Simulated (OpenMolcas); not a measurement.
## Si5H12 (SMILES [SiH3][Si]([SiH3])([SiH3])[SiH3]): name the method

Si5H12 has 17 atoms, charge 0, and is taken as a singlet. As SMILES, `[SiH3][Si]([SiH3])([SiH3])[SiH3]`. The coordinates come from a PBE0-D4/def2-TZVP relaxation.

```xyz
17

Si   -0.3731    1.1666   -1.9861
Si   -0.0019   -0.0011    0.0025
Si    2.2155    0.2938    0.6743
Si   -0.4161   -2.2742   -0.3398
Si   -1.4311    0.8128    1.6612
H    -0.1192    2.6188   -1.7848
H     0.5354    0.6673   -3.0535
H    -1.7802    0.9863   -2.4349
H     2.4711   -0.4404    1.9429
H     2.4983    1.7380    0.8938
H     3.1427   -0.2204   -0.3695
H    -0.1659   -3.0379    0.9123
H     0.4741   -2.8048   -1.4076
H    -1.8307   -2.4827   -0.7511
H    -2.8502    0.6232    1.2565
H    -1.1996    0.0902    2.9411
H    -1.1883    2.2640    1.8827
```

Orbital energies are those of the mean-field step.

A calculation with OpenMolcas 26.06 gave:

The total energy is -1448.6604 Eh and the dipole moment is 0.00 D. The HOMO energy is -6.90 eV and the LUMO energy is -0.88 eV. The HOMO–LUMO gap is 6.02 eV. The largest force is 0.407 eV/Å.

**Question.** Which of these levels gave the numbers?
A. MP2/6-31G* (spherical functions)
B. SVWN5/6-31G* (spherical functions)
C. BLYP/6-31G* (spherical functions)
D. B2PLYP/6-31G* (spherical functions)

**Answer.** B. The others give -1451.9484 Eh (MP2/6-31G* (spherical functions)), -1454.5011 Eh (BLYP/6-31G* (spherical functions)), -1453.8683 Eh (B2PLYP/6-31G* (spherical functions)).
